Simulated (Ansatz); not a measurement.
Species: BHBr, charge 0, doublet. BHBr (SMILES [BH]Br, doublet).
B3LYP-D3(BJ)/def2-TZVP minimum from Ansatz (a quantum-chemistry and plane-wave program):
```xyz
3

B     -0.8850    -1.2987     0.2227
H     -1.8752    -1.5153    -0.3973
Br     0.1800     0.2288    -0.0205
```
Charge 0, spin multiplicity 2.

Total energies in cc-pVQZ, 11 correlated electrons, 15 frozen orbitals. Open shells are spin-unrestricted; no spin-orbit coupling. Cores are frozen in correlated methods (noble-gas shells, and filled d and f shells in the p block). No relativity. Spin-orbit terms, left out, reach several kcal/mol for Br and I, and more for heavier atoms.

```csv
method,program,energy (Eh),minus CCSDT(Q) (mEh)
HF,Ansatz,-2597.69989,295.96
MP2,Ansatz,-2597.95778,38.07
CCSD,Ansatz,-2597.98181,14.04
CCSD(T),Ansatz,-2597.99434,1.51
CCSDT(Q),Ansatz,-2597.99585,0.00
```

Rough core times of Ansatz's runs on a shared machine: CCSD(T) 40 s, CCSDT(Q) 70 min.
